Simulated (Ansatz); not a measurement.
Molecule: VO₂ (charge 0, doublet). SMILES: [O]=[V]=[O]
Geometry from a B3LYP-D3(BJ)/def2-TZVP (Ansatz, a first-principles code) optimisation:
```xyz
3

V      0.2010    -0.1990     0.2072
O      0.7601     0.4545    -1.1536
O     -1.3380     0.1178     0.5577
```
Charge 0, spin multiplicity 2.

Property: size of the dipole moment, in D. Conventions: 6-31G* and kin with 6d, 5d where marked; open shells spin-unrestricted; non-relativistic; spin-orbit terms left out; LANL2DZ with its own core potentials from Na on; dispersion terms only where a functional's name holds one. Ab initio and DFT rows: single points at B3LYP-D3(BJ) geometries (Ansatz).

| level | program | size of the dipole moment (D) |
|---|---|---|
| SVWN5/6-31G* | Ansatz | 4.39 |
| SVWN5/6-31G* with LANL2DZ past Ar | Ansatz | 4.89 |
| PBE/STO-3G | Ansatz | 2.35 |
| PBE/3-21G | Ansatz | 3.65 |
| PBE/6-31G* | Ansatz | 4.64 |
| PBE/def2-SVP | Ansatz | 4.97 |
| PBE/6-31G* with LANL2DZ past Ar | Ansatz | 5.07 |
| BLYP/6-31G* with LANL2DZ past Ar | Ansatz | 5.06 |
| B3LYP/STO-3G | Ansatz | 2.62 |
| B3LYP/6-31G | Ansatz | 5.99 |
| B3LYP/6-31G* | Ansatz | 5.78 |
| B3LYP/def2-SVP | Ansatz | 5.82 |
| B3LYP/6-31G* with LANL2DZ past Ar | Ansatz | 5.66 |

No value to compare with is used here. The 13 habitual levels span 2.35 (PBE/STO-3G) to 5.99 D (B3LYP/6-31G).

The levels are drawn from those run, B3LYP/6-31G* more often than the rest, none by its result; left out are runs that failed, that the program found above a lower state of the same kind, or whose <S^2> lies over 0.5 above the pure value.
